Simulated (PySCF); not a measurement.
**Correlation energy of Al⁺ (aluminium, charge +1)**

[Ne] 3p2, high-spin 3P determinant (an excited configuration). Calculation: PySCF 2.14, in def2-TZVPPD (6s5p4d1f, 48 functions); the non-relativistic Hamiltonian (point nucleus). Frozen: 1s2; 10 electrons correlated.

| level | correlation energy (mhartree) |
| --- | --- |
| CCSD | -156.53 |
| (T) | -1.24 |
| CCSD(T) | -157.77 |

Diagnostics: T1 = 0.0044, D1 = 0.0108, largest double amplitude 0.054.

**Question.** Is a single reference adequate?

**Answer.** Yes: T1 lies below 0.03 and no double amplitude reaches 0.07.

This basis was not built for core-valence correlation, so the inner-shell part is incomplete.
